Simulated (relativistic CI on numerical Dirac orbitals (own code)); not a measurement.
One change at a time: Pr XXX

Base calculation: Dirac-Coulomb-Breit CI, KLI orbitals optimised for each configuration, QED by a radiative potential, unscaled Slater integrals.

Configuration list (outside the closed core [Ar] 3d10): 4s2, 4s.4p, 4p2, 4s.4d, 4d2, 4s.4f, 4p.4d, 4f2, 4p.4f, 4d.4f, 4s.5s, 4s.5p, 4s.5d, 4s.5f, 4s.5g, 4s.6s. Levels of other configurations are missing.

Variants: (1) P86 correlation estimate; (2) one mean potential for all configurations. Shifts of the energy above 4s2 1S_0, in cm⁻¹, for the lowest level and the first level of each name with at least 55 % of one term (blank where a level changes its place among those of its configuration and J or its character, or is not in the variant):

```tsv
Level	Base	Δ(1)	Δ(2)
4s2 1S_0	0	0	0
4s.4p 3P°_0	444408	+595	+173
4s.4p 3P°_1	477363	+596	+168
4s.4p 3P°_2	681144	+595	+169
4s.4p 1P°_1	792299	+604	+152
4p2 3P_0	1031660	+1168	+338
4p2 3P_1	1234894	+1172	+326
4p2 1D_2	1240901	+1176	+318
4p2 3P_2	1462045	+1183	+294
4p2 1S_0	1547092	+1171	+324
4s.4d 3D_1	1548543	+1274	+143
4s.4d 3D_2	1564159	+1272	+145
4s.4d 3D_3	1596182	+1274	+137
4s.4d 1D_2	1686238	+1256	+177
4p.4d 3F°_2	2017700	+1795	+304
4p.4d 3F°_3	2108069	+1772	+292
4p.4d 3D°_1	2116003	+1803	+327
4p.4d 3F°_4	2293869	+1726	+245
4p.4d 3P°_0	2316952	+1806	+293
4p.4d 3P°_1	2322911	+1806	+293
4p.4d 1P°_1	2440589	+1793	+302
4s.4f 3F°_2	2509726	-597	-376
```

At this charge energies of transitions that change n are usually good to better than 1 %, and those within a shell (Δn = 0) to a few per cent.

Ionisation energy from the two ground configurations alone: base 1124.48 eV; P86 correlation estimate 1125.33 eV. The NIST ASD value (theoretical) is 1124 eV.

LS names give the leading component of a level, which can be under half, so a name can repeat, a term be missing and a line seem to break the LS rules.
